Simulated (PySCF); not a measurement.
**GaS at LDA**

Level: LDA. PySCF, no relativity, basis sets Ga 6-31G(d,p), S 6-31G(d,p).

For GaS, the state is ²Σ⁺ (doublet), unpaired electrons σ ↑, the bond length is 206.7 pm and the harmonic wavenumber is 475 cm⁻¹. The force constant is 2.91 mdyn/Å, the rotational constant Be is 0.1807 cm⁻¹ and the anharmonicity ωexe is 2.15 cm⁻¹. The vibration–rotation constant αe is 0.00101 cm⁻¹. The well depth De to Ga + S is 4.52 eV, the dissociation energy D0 is 4.49 eV and the bond order (Mayer) is 2.07. The dipole moment (positive dipole means Ga(−)S(+)) is -2.68 D.

Spin–orbit coupling is left out. The state was picked by a PBE0 search and need not be the measured ground state.
